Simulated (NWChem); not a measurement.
Species: InIF$_{2}$; SMILES [I][In]([F])[F]

Computed with NWChem. Medium grid unless said otherwise, to which SCAN and Minnesota functionals are sensitive. Coordinates come from a PBE0/def2-SVP optimisation. def2 effective core potentials on In, I; no spin-orbit coupling.

Problem. Order these by “dipole (D)”, lowest first: M06/def2-SVP; RPBE/def2-SVP; CAM-B3LYP/def2-SVP; BLYP/def2-SVP.

Solution. RPBE/def2-SVP (2.01), BLYP/def2-SVP (2.12), CAM-B3LYP/def2-SVP (2.22), M06/def2-SVP (2.69)
